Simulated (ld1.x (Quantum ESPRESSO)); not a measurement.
**molybdenum, TM: configuration errors across variants**

ld1.x (Quantum ESPRESSO) 7.5 input, shortened:

```
&input
   title='Mo', zed=42., rel=1, dft='PBESOL', iswitch=3,
   config='[Kr] 4d4 5s2 5p0'
 /
 &inputp
   pseudotype=2, tm=.true., lloc=1,
   nlcc=.true., new_core_ps=.true., rcore=2.00
 /
3
5S  1  0   2.00   0.00  2.80  2.80  0.0
4D  3  2   4.00   0.00  2.45  2.45  0.0
5P  2  1   0.00   0.00  3.25  3.25  0.0
 &test
   configts(1)='4d4 5s2 5p0'
 /
```

All-electron excitation energies from the reference (eV): (1) 4d5 5s1 5p0 -0.177; (2) 4d5 5s0 5p0 6.727; (3) 4d4 5s0 5p0 22.182; (4) 4d5 5s0 5p1 3.012; (5) 4d2 5s0 5p0 88.381; (6) 4d3 5s0 5p0 48.906; (7) 4d5.5 5s0.5 5p0 0.109.

The overlap operator is not positive definite (basis up to 400 Ry) in “type PAW; waves now 5s (bound): rcut 2.45, rcutus 2.80 bohr; 5s channel at 0.25 Ry: rcut 2.45, rcutus 2.80 bohr; 5p (bound): rcut 2.85, rcutus 3.25 bohr; 5p channel at 1.6 Ry: rcut 2.85, rcutus 3.25 bohr; 4d (bound): rcut 2.15, rcutus 2.45 bohr; 4d channel at 0.25 Ry: rcut 2.15, rcutus 2.45 bohr; local potential all-electron potential smoothed inside 3.10 bohr (lloc = -1); augmentation PSQ, inside the norm-conserving radii”. Such files are unfit for use, however small their errors in these radial tests.

3 further variants failed, have other tests or another functional or relativity, and are left out.

Errors AE − PS in meV (a dash: test not solved or not reliable):

```tsv
change	(1)	(2)	(3)	(4)	(5)	(6)	(7)	bound ghosts
base	-116	-176	-61	-121	-1084	-336	-241	none
all radii but the core radius scaled by about 1.33 (s 3.74, p 4.34, d 3.26 bohr)	-4.6	+19	-101	+26	-907	-484	-31	none
core correction none	-76	-94	-5.3	-65	-263	-125	-164	none
wave 4d (bound): rc 2.45 bohr becomes 4d (bound): rc 2.16 bohr	-124	-193	-63	-133	-1151	-342	-256	none
local potential all-electron potential smoothed inside 2.75 bohr (lloc = -1)	-75	-147	-44	-90	-741	-174	-153	none
type PAW; waves now 5s (bound): rcut 2.45, rcutus 2.80 bohr; 5s channel at 0.25 Ry: rcut 2.45, rcutus 2.80 bohr; 5p (bound): rcut 2.85, rcutus 3.25 bohr; 5p channel at 1.6 Ry: rcut 2.85, rcutus 3.25 bohr; 4d (bound): rcut 2.15, rcutus 2.45 bohr; 4d channel at 0.25 Ry: rcut 2.15, rcutus 2.45 bohr; local potential all-electron potential smoothed inside 3.10 bohr (lloc = -1); augmentation PSQ, inside the norm-conserving radii	–	–	–	–	–	–	–	not determined (overlap not positive)
wave 5s (bound): rc 2.80 bohr becomes 5s (bound): rc 2.32 bohr	-103	-149	-55	-98	-1157	-365	-218	none
```

Question: Give the same row for: wave 5p (bound): rc 3.25 bohr becomes 5p (bound): rc 3.06 bohr.

Answer: -114, -177, -61, -122, -1087, -337, -240; bound ghosts: none.
